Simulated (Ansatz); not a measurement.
Ansatz (a quantum-chemistry and plane-wave program) input (B3LYP/6-31G*):

Ansatz 0.2 input:
```yaml
crystal:
  periodic: [false, false, false]
  atoms:
    - {symbol: C, position_ang: [-1.38280870, -0.13935503, -0.03988539]}
    - {symbol: C, position_ang: [0.07816216, 0.01344111, -0.30443329]}
    - {symbol: F, position_ang: [0.83801985, -1.02279784, 0.09009777]}
    - {symbol: F, position_ang: [0.61628135, 1.16612893, 0.12981106]}
    - {symbol: H, position_ang: [-1.58199622, -0.17916677, 1.04230783]}
    - {symbol: H, position_ang: [-1.74970659, -1.06326212, -0.49385484]}
    - {symbol: H, position_ang: [-1.92912879, 0.70793255, -0.46172039]}
basis:
  gaussian:
    orbitals: 6-31G*
hamiltonian:
  xc: {name: B3LYP}
magnetization: {spin_polarized: true, initial_magnetization: 1}
phonons: {temperatures: {t_min: 298.15, t_max: 298.15, t_step: 100}}
```

Output:

```
Functional definition: B3LYP
integrals: 0.02 GiB planned
704 factors; integrals over basis functions are off by at most 4.3e-4 eV
mean field: 0.27 GiB planned
mean field evaluation 1: about -7551.6633 eV, gradient 2.8e1 eV
mean field evaluation 2: about -7551.0398 eV, gradient 3.1e1 eV
mean field evaluation 4: about -7554.8157 eV, gradient 1.4e0 eV
mean field evaluation 8: about -7554.8396 eV, gradient 2.3e-2 eV
mean field evaluation 16: about -7554.8396 eV, gradient 6.3e-5 eV
mean field -7554.83955642 eV, -277.6352328444 hartree, gradient 6.3e-5 eV, S^2 0.751960; 0 other end points of the search recorded, 0 dependent functions left out
the calculation of the forces begins
reference -7554.83968785 eV, -277.6352376743 hartree; 17, 16 occupied and 49, 50 virtual orbitals, 704 factors
these checks for a lower state are left out or cut short: stability, starts, cluster_reference, orbital_swaps, neighbouring_geometries, increment
integrals: 0.02 GiB planned
704 factors; integrals over basis functions are off by at most 4.3e-4 eV
mean field: 0.27 GiB planned
mean field -7554.83939833 eV, -277.6352270347 hartree, gradient 1.6e-6 eV, S^2 0.751964; 0 other end points of the search recorded, 0 dependent functions left out
the calculation of the forces begins
reference -7554.83952977 eV, -277.6352318650 hartree; 17, 16 occupied and 49, 50 virtual orbitals, 704 factors
these checks for a lower state are left out or cut short: stability, starts, cluster_reference, orbital_swaps, neighbouring_geometries, increment
integrals: 0.02 GiB planned
704 factors; integrals over basis functions are off by at most 4.3e-4 eV
mean field: 0.27 GiB planned
mean field -7554.83941050 eV, -277.6352274818 hartree, gradient 2.2e-6 eV, S^2 0.751956; 0 other end points of the search recorded, 0 dependent functions left out
the calculation of the forces begins
reference -7554.83954191 eV, -277.6352323112 hartree; 17, 16 occupied and 49, 50 virtual orbitals, 704 factors
these checks for a lower state are left out or cut short: stability, starts, cluster_reference, orbital_swaps, neighbouring_geometries, increment
integrals: 0.02 GiB planned
704 factors; integrals over basis functions are off by at most 4.3e-4 eV
mean field: 0.27 GiB planned
mean field evaluation 32: about -7554.8393 eV, gradient 8.7e-2 eV
mean field -7554.83938266 eV, -277.6352264588 hartree, gradient 1.0e-6 eV, S^2 0.751955; 0 other end points of the search recorded, 0 dependent functions left out
the calculation of the forces begins
reference -7554.83951408 eV, -277.6352312882 hartree; 17, 16 occupied and 49, 50 virtual orbitals, 704 factors
these checks for a lower state are left out or cut short: stability, starts, cluster_reference, orbital_swaps, neighbouring_geometries, increment
integrals: 0.02 GiB planned
704 factors; integrals over basis functions are off by at most 4.3e-4 eV
mean field: 0.27 GiB planned
mean field -7554.83938323 eV, -277.6352264797 hartree, gradient 1.2e-6 eV, S^2 0.751966; 0 other end points of the search recorded, 0 dependent functions left out
the calculation of the forces begins
reference -7554.83951467 eV, -277.6352313101 hartree; 17, 16 occupied and 49, 50 virtual orbitals, 704 factors
these checks for a lower state are left out or cut short: stability, starts, cluster_reference, orbital_swaps, neighbouring_geometries, increment
integrals: 0.02 GiB planned
704 factors; integrals over basis functions are off by at most 4.3e-4 eV
mean field: 0.27 GiB planned
mean field -7554.83939717 eV, -277.6352269918 hartree, gradient 1.8e-6 eV, S^2 0.751955; 0 other end points of the search recorded, 0 dependent functions left out
the calculation of the forces begins
reference -7554.83952862 eV, -277.6352318227 hartree; 17, 16 occupied and 49, 50 virtual orbitals, 704 factors
these checks for a lower state are left out or cut short: stability, starts, cluster_reference, orbital_swaps, neighbouring_geometries, increment
integrals: 0.02 GiB planned
704 factors; integrals over basis functions are off by at most 4.3e-4 eV
mean field: 0.27 GiB planned
mean field -7554.83938891 eV, -277.6352266884 hartree, gradient 1.2e-6 eV, S^2 0.751965; 0 other end points of the search recorded, 0 dependent functions left out
the calculation of the forces begins
reference -7554.83952031 eV, -277.6352315172 hartree; 17, 16 occupied and 49, 50 virtual orbitals, 704 factors
these checks for a lower state are left out or cut short: stability, starts, cluster_reference, orbital_swaps, neighbouring_geometries, increment
integrals: 0.02 GiB planned
704 factors; integrals over basis functions are off by at most 4.3e-4 eV
mean field: 0.27 GiB planned
mean field -7554.83943950 eV, -277.6352285474 hartree, gradient 2.8e-6 eV, S^2 0.751965; 0 other end points of the search recorded, 0 dependent functions left out
[...]
mean field -7554.83947492 eV, -277.6352298491 hartree, gradient 2.7e-6 eV, S^2 0.751962; 0 other end points of the search recorded, 0 dependent functions left out
the calculation of the forces begins
reference -7554.83960633 eV, -277.6352346785 hartree; 17, 16 occupied and 49, 50 virtual orbitals, 704 factors
these checks for a lower state are left out or cut short: stability, starts, cluster_reference, orbital_swaps, neighbouring_geometries, increment
integrals: 0.02 GiB planned
704 factors; integrals over basis functions are off by at most 4.3e-4 eV
mean field: 0.27 GiB planned
mean field evaluation 96: about -7554.8395 eV, gradient 6.0e-5 eV
mean field -7554.83954098 eV, -277.6352322770 hartree, gradient 1.4e-6 eV, S^2 0.751958; 0 other end points of the search recorded, 0 dependent functions left out
the calculation of the forces begins
reference -7554.83967240 eV, -277.6352371063 hartree; 17, 16 occupied and 49, 50 virtual orbitals, 704 factors
these checks for a lower state are left out or cut short: stability, starts, cluster_reference, orbital_swaps, neighbouring_geometries, increment
integrals: 0.02 GiB planned
704 factors; integrals over basis functions are off by at most 4.3e-4 eV
mean field: 0.27 GiB planned
mean field -7554.83954183 eV, -277.6352323080 hartree, gradient 3.0e-6 eV, S^2 0.751962; 0 other end points of the search recorded, 0 dependent functions left out
the calculation of the forces begins
reference -7554.83967327 eV, -277.6352371384 hartree; 17, 16 occupied and 49, 50 virtual orbitals, 704 factors
these checks for a lower state are left out or cut short: stability, starts, cluster_reference, orbital_swaps, neighbouring_geometries, increment
integrals: 0.02 GiB planned
704 factors; integrals over basis functions are off by at most 4.3e-4 eV
mean field: 0.27 GiB planned
mean field -7554.83954105 eV, -277.6352322795 hartree, gradient 1.1e-6 eV, S^2 0.751959; 0 other end points of the search recorded, 0 dependent functions left out
the calculation of the forces begins
reference -7554.83967246 eV, -277.6352371087 hartree; 17, 16 occupied and 49, 50 virtual orbitals, 704 factors
these checks for a lower state are left out or cut short: stability, starts, cluster_reference, orbital_swaps, neighbouring_geometries, increment
integrals: 0.02 GiB planned
704 factors; integrals over basis functions are off by at most 4.3e-4 eV
mean field: 0.27 GiB planned
mean field -7554.83953641 eV, -277.6352321089 hartree, gradient 9.8e-7 eV, S^2 0.751962; 0 other end points of the search recorded, 0 dependent functions left out
the calculation of the forces begins
reference -7554.83966785 eV, -277.6352369394 hartree; 17, 16 occupied and 49, 50 virtual orbitals, 704 factors
these checks for a lower state are left out or cut short: stability, starts, cluster_reference, orbital_swaps, neighbouring_geometries, increment
integrals: 0.02 GiB planned
704 factors; integrals over basis functions are off by at most 4.3e-4 eV
mean field: 0.27 GiB planned
mean field -7554.83950102 eV, -277.6352308084 hartree, gradient 1.6e-6 eV, S^2 0.751963; 0 other end points of the search recorded, 0 dependent functions left out
the calculation of the forces begins
reference -7554.83963248 eV, -277.6352356394 hartree; 17, 16 occupied and 49, 50 virtual orbitals, 704 factors
these checks for a lower state are left out or cut short: stability, starts, cluster_reference, orbital_swaps, neighbouring_geometries, increment
integrals: 0.02 GiB planned
704 factors; integrals over basis functions are off by at most 4.3e-4 eV
mean field: 0.27 GiB planned
mean field evaluation 128: about -7554.8395 eV, gradient 2.6e-5 eV
mean field -7554.83950173 eV, -277.6352308344 hartree, gradient 1.9e-6 eV, S^2 0.751957; 0 other end points of the search recorded, 0 dependent functions left out
the calculation of the forces begins
reference -7554.83963312 eV, -277.6352356630 hartree; 17, 16 occupied and 49, 50 virtual orbitals, 704 factors
these checks for a lower state are left out or cut short: stability, starts, cluster_reference, orbital_swaps, neighbouring_geometries, increment
integrals: 0.02 GiB planned
704 factors; integrals over basis functions are off by at most 4.3e-4 eV
mean field: 0.27 GiB planned
mean field -7554.83953112 eV, -277.6352319146 hartree, gradient 1.2e-6 eV, S^2 0.751960; 0 other end points of the search recorded, 0 dependent functions left out
the calculation of the forces begins
reference -7554.83966254 eV, -277.6352367442 hartree; 17, 16 occupied and 49, 50 virtual orbitals, 704 factors
these checks for a lower state are left out or cut short: stability, starts, cluster_reference, orbital_swaps, neighbouring_geometries, increment
integrals: 0.02 GiB planned
704 factors; integrals over basis functions are off by at most 4.3e-4 eV
mean field: 0.27 GiB planned
mean field -7554.83953009 eV, -277.6352318766 hartree, gradient 1.1e-6 eV, S^2 0.751961; 0 other end points of the search recorded, 0 dependent functions left out
the calculation of the forces begins
reference -7554.83966152 eV, -277.6352367066 hartree; 17, 16 occupied and 49, 50 virtual orbitals, 704 factors
these checks for a lower state are left out or cut short: stability, starts, cluster_reference, orbital_swaps, neighbouring_geometries, increment
integrals: 0.02 GiB planned
704 factors; integrals over basis functions are off by at most 4.3e-4 eV
mean field: 0.27 GiB planned
mean field -7554.83947680 eV, -277.6352299182 hartree, gradient 1.1e-6 eV, S^2 0.751960; 0 other end points of the search recorded, 0 dependent functions left out
the calculation of the forces begins
reference -7554.83960821 eV, -277.6352347474 hartree; 17, 16 occupied and 49, 50 virtual orbitals, 704 factors
these checks for a lower state are left out or cut short: stability, starts, cluster_reference, orbital_swaps, neighbouring_geometries, increment
integrals: 0.02 GiB planned
704 factors; integrals over basis functions are off by at most 4.3e-4 eV
mean field: 0.27 GiB planned
mean field -7554.83947646 eV, -277.6352299058 hartree, gradient 3.0e-6 eV, S^2 0.751960; 0 other end points of the search recorded, 0 dependent functions left out
the calculation of the forces begins
reference -7554.83960790 eV, -277.6352347363 hartree; 17, 16 occupied and 49, 50 virtual orbitals, 704 factors
these checks for a lower state are left out or cut short: stability, starts, cluster_reference, orbital_swaps, neighbouring_geometries, increment
integrals: 0.02 GiB planned
704 factors; integrals over basis functions are off by at most 4.3e-4 eV
mean field: 0.27 GiB planned
mean field evaluation 160: about -7554.8395 eV, gradient 8.9e-7 eV
mean field -7554.83952635 eV, -277.6352317391 hartree, gradient 8.9e-7 eV, S^2 0.751961; 0 other end points of the search recorded, 0 dependent functions left out
the calculation of the forces begins
reference -7554.83965776 eV, -277.6352365686 hartree; 17, 16 occupied and 49, 50 virtual orbitals, 704 factors
these checks for a lower state are left out or cut short: stability, starts, cluster_reference, orbital_swaps, neighbouring_geometries, increment
integrals: 0.02 GiB planned
704 factors; integrals over basis functions are off by at most 4.3e-4 eV
mean field: 0.27 GiB planned
mean field -7554.83952584 eV, -277.6352317204 hartree, gradient 8.4e-7 eV, S^2 0.751960; 0 other end points of the search recorded, 0 dependent functions left out
the calculation of the forces begins
reference -7554.83965728 eV, -277.6352365506 hartree; 17, 16 occupied and 49, 50 virtual orbitals, 704 factors
Total energy: -7554.83968785 eV, -277.6352376743 hartree
Atom 0 at    -1.382809    -0.139355    -0.039885 Å, force    -0.002229    -0.000221    -0.000286 eV/Å
Atom 1 at     0.078162     0.013441    -0.304433 Å, force     0.001521     0.000142     0.000668 eV/Å
Atom 2 at     0.838020    -1.022798     0.090098 Å, force    -0.000303    -0.000121    -0.000155 eV/Å
Atom 3 at     0.616281     1.166129     0.129811 Å, force    -0.000322     0.000063    -0.000151 eV/Å
Atom 4 at    -1.581996    -0.179167     1.042308 Å, force     0.000908     0.000097    -0.000261 eV/Å
Atom 5 at    -1.749707    -1.063262    -0.493855 Å, force     0.000197     0.000175     0.000095 eV/Å
Atom 6 at    -1.929129     0.707933    -0.461720 Å, force     0.000228    -0.000135     0.000089 eV/Å
Dipole moment:    -0.365063    -0.036817    -0.009018 e Å
Vibrations: 204.24 368.66 451.43 528.10 864.38 998.68 1107.81 1276.87 1290.46 1439.92 1504.12 1507.27 3017.80 3121.67 3163.37 cm⁻¹, zero-point energy 1.292211 eV
```

The blocks after the first are displaced geometries, from whose forces the wavenumbers follow.
